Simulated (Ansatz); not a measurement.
Consider the cleavage of the Si–Ge bond: `[NH2][GeH2][SiH2]F` + `N[SiH](O)O` → `O[SiH](O)N[SiH2]F` + `[NH2][GeH3]`.

Gas-phase electronic energies from Ansatz, PBE0-D4/def2-TZVP geometries. CBS: MP2 limit from def2 TZ/QZ plus the TZ coupled-cluster correction, frozen cores. This one scheme is used for every species. Functionals use def2-TZVPP. B3LYP here is the variant with VWN-RPA as its local correlation; programs differ in this. For Ge outer-core shells are correlated without core-valence functions, which leaves a few kJ/mol of doubt a bond. Scalar relativity is left out up to krypton. One conformer a species, not always the lowest.

CCSD(T)/CBS gives -78.0 kJ/mol.

Question: Another level gave -85.0 kJ/mol. Which?
A. B3LYP-D4/def2-TZVPP
B. B3LYP/def2-TZVPP
C. CCSD(T)/def2-TZVPP
D. SCS-MP2/def2-TZVPP

Answer: D. SCS-MP2/def2-TZVPP -85.0, CCSD(T)/def2-TZVPP -80.0, B3LYP-D4 -75.7, B3LYP -71.2 kJ/mol.

Largest T1 diagnostic among the species: 0.012.

From PBE to PBE0 (25 % exact exchange), in def2-TZVPP and without D4, ΔE moves by −6.7 kJ/mol. In def2-TZVPP, CCSD(T) changes the Hartree–Fock value by +8.4 kJ/mol (the triples alone add +0.3 kJ/mol) and MP2 by +3.7 kJ/mol.
